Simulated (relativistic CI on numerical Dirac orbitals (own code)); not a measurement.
Hyperfine structure of Xe¹³⁺, mass number 131

Method of calculation: Dirac-Coulomb-Breit CI, separate exchange-only KLI orbitals for each configuration, a model potential for QED, unscaled Slater integrals (own radial code, finite nucleus).

Configuration list (outside the closed core [Ar] 3d10): 4s²4p⁶4d⁵, 4s²4p⁵4d⁶, 4s²4p⁶4d⁴4f, 4s²4p⁶4d⁴5p, 4s²4p⁶4d³4f5s, 4s²4p⁶4d³5s5p, 4p⁶4d⁷, 4p⁵4d⁸, 4s²4p⁶4d³5s², 4s²4p⁶4d²4f5s², 4s²4p⁶4d²5s²5p. Double excitations out of closed p, d and f shells are left out; levels of such configurations are missing from the list, as are those of other unlisted configurations, and high levels can miss mixing partners.

Nuclear spin I = 3/2, μ = 0.69185 μN, Q = -0.114 b (tables of Stone and Pyykkö). The electronic factors are computed for point nuclear moments, without core polarisation or the Bohr-Weisskopf and QED corrections.

```csv
Level,E (eV),A (MHz),B (MHz)
4s²4p⁶4d⁵ ⁴G7/2,6.2513,1146,-246
4s²4p⁶4d⁵ ⁴G11/2,6.4231,1197,7.68
4s²4p⁶4d⁵ ⁴G9/2,6.6223,1121,-182
4s²4p⁶4d⁵ ⁴P1/2,7.2844,-215.4,
4s²4p⁶4d⁵ ⁴D7/2,8.0042,791.7,-123
4s²4p⁶4d⁵ ⁴D1/2,8.9209,2253,
4s²4p⁶4d⁵ ²I11/2,9.1105,1366,-34.5
4s²4p⁶4d⁵ ²I13/2,9.8273,1360,-3.5e-12
```

Levels with J = 0, under 50 % of one LS term, or S terms without an open s electron are left out. Small factors come from cancelling terms and can be off by tens of per cent or more.

At this charge energies of transitions that change n are usually good to better than 1 %, and those within a shell (Δn = 0) to a few per cent. Terms inside the open d or f shell come out 10 to 20 % too wide with unscaled integrals. Levels and lines within the n = 5 or 6 shells can be off by up to 10 % or somewhat more, and those that change n by about 2 %, since core polarisation is missing.

Question: Give the hyperfine levels of 4s²4p⁶4d⁵ ⁴G7/2 relative to its centre of gravity.

Answer: With K = F(F + 1) − I(I + 1) − J(J + 1), E = AK/2 + B[¾K(K + 1) − I(I + 1)J(J + 1)]/[2I(2I − 1)J(2J − 1)]: F = 2: -7868, F = 3: -4254, F = 4: 400.6, F = 5: 5955 MHz.

LS names give the leading component of a level, which can be under half, so a name can repeat, a term be missing and a line seem to break the LS rules.
